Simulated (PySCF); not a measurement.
C₄H₁₀Al₂O₂.
Structure used (PBE0-D3(BJ)/def2-SVP), in Å, numbered top down from 1:
```xyz
18
C4H10Al2O2 angstrom
C     -1.076    2.483   -2.169
C     -0.538    1.922   -1.227
Al     0.319    1.050    0.260
O      1.223   -0.463   -0.310
C      2.305   -0.578   -1.208
Al     0.146   -1.780    0.461
O     -0.790   -0.250    0.979
C     -2.038   -0.106    1.623
H     -1.552    2.977   -2.999
H      1.094    1.910    1.338
H      3.264   -0.551   -0.667
H      2.238   -1.526   -1.764
H      2.280    0.246   -1.938
H      0.857   -2.490    1.694
H     -0.641   -2.620   -0.637
H     -2.561    0.783    1.238
H     -1.904   -0.002    2.712
H     -2.670   -0.985    1.424
```

Computed, not measured: TDDFT CAM-B3LYP/def2-SVPD, vertical, gas phase, core orbitals frozen in the response in PySCF 2.14.0, density-fitted response routines.

Transition dipole moments from the ground state, in atomic units and in the frame of the coordinates above (overall signs are arbitrary), for the states with f of 0.002 or more among the lowest 10:

| state | E (eV) | μx | μy | μz |
| --- | --- | --- | --- | --- |
| S2 | 6.074 | 0.066 | -0.092 | 0.121 |
| S5 | 7.032 | 0.245 | -0.026 | -0.157 |
| S6 | 7.430 | -0.314 | -0.055 | -0.478 |
| S7 | 7.596 | -0.092 | -0.392 | -0.072 |
| S8 | 7.614 | -0.020 | -0.117 | -0.016 |
| S9 | 7.692 | 0.467 | -0.039 | 0.733 |
| S10 | 7.732 | -0.529 | 0.059 | 0.345 |

Question: Work out the oscillator strengths.

Answer: f = (2/3) ΔE |μ|² with ΔE in hartree (27.2114 eV).

```tsv
state	|μ|² (au)	|μ| (D)	f
S2	0.027	0.42	0.004
S5	0.086	0.74	0.015
S6	0.330	1.46	0.060
S7	0.168	1.04	0.031
S8	0.014	0.31	0.003
S9	0.756	2.21	0.143
S10	0.402	1.61	0.076
```

Question: Which bond between heavy atoms lies closest to the direction of the S9 transition dipole?

Answer: C2–Al3 and C1–C2, at 25° from it; next O4–C5 at 83°.

Question: What angle do the transition dipoles of S5 and S7 make?

Answer: |cos θ| = |μa·μb| / (|μa| |μb|) = 0.01, so θ ≈ 89° (taken between 0 and 90°, since the signs are arbitrary).

Question: How is the summed strength of these states shared among x, y and z?

Answer: (2/3) Σ ΔE μα² gives 0.125 for x, 0.034 for y and 0.173 for z, 0.331 in all.

Question: What peak molar absorption coefficient would the strongest computed level give as a lone Gaussian band 0.3 eV wide at half height?

Answer: ε(max) = 2.175×10⁸ f / FWHM, with the width in cm⁻¹. S9: 2.175×10⁸ × 0.1425 / 2420 ≈ 13000 L mol⁻¹ cm⁻¹.

The vertical ionisation energy (ΔSCF) is 10.01 eV, 2.27 eV above S10.
